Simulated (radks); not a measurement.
Results of a calculation; reference values are marked as such.
Question: All-electron atom: Xe XXIV in [Ar] 3d10 4s2 4p1. Code: a radial shooting solver on a logarithmic mesh with Libxc functionals. Model: Dirac Kohn-Sham, LB94 model potential, spin-unpolarised, spherical densities, finite nucleus; open shells fill j = l - 1/2 first; Fermi nuclear charge, rms radius 4.7859 fm.

Spin-orbit splittings of the eigenvalues, e(l+1/2) - e(l-1/2), with zeta = 2 splitting/(2l+1) and mean radii in bohr:

| shell | occ. | splitting (eV) | zeta (eV) | <r> j=l-1/2 | <r> j=l+1/2 |
|---|---|---|---|---|---|
| 2p | 6 | 329.2 | 219.4 | 0.09576 | 0.1015 |
| 3p | 6 | ? | ? | 0.2918 | 0.3029 |
| 3d | 10 | 13.87 | 5.549 | 0.2719 | 0.2754 |
| 4p | 1 | 18.54 | 12.36 | 0.6390 | 0.6560 |

Estimate the 3p splitting.

Answer: 63.95 eV (zeta = 42.63 eV).
